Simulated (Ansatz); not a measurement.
One change: `C=CSC[SiH3]` becomes `C=CS[SiH2]C`.

Ansatz, PBE0-D4/def2-TZVP geometries, multiplicity 1. Each molecule was computed in one conformer, which needn't be the lowest.

```csv
property,`C=CSC[SiH3]`
HOMO energy (B3LYP/def2-TZVPP) / eV,-5.97
HOMO energy (ωB97M-V/def2-TZVPP) / eV,-8.27
HOMO–LUMO gap (B3LYP/def2-TZVPP) / eV,5.55
LUMO energy (PBE0/def2-TZVPP) / eV,-0.21
LUMO energy (PBE/def2-TZVPP) / eV,-1.16
size of the dipole moment (ωB97M-V/def2-TZVPP) / D,1.16
```

What does the change do to each property? (Estimate.)

Ansatz gave: 
```tsv
property	`C=CS[SiH2]C`	shift
HOMO energy (B3LYP/def2-TZVPP) / eV	-6.35	-0.38
HOMO energy (ωB97M-V/def2-TZVPP) / eV	-8.67	-0.40
HOMO–LUMO gap (B3LYP/def2-TZVPP) / eV	5.92	0.37
LUMO energy (PBE0/def2-TZVPP) / eV	-0.22	-0.01
LUMO energy (PBE/def2-TZVPP) / eV	-1.17	-0.01
size of the dipole moment (ωB97M-V/def2-TZVPP) / D	1.01	-0.15
```

Dipoles are sizes alone; their direction can turn.

B3LYP here is the variant with VWN-RPA as its local correlation; programs differ in this.
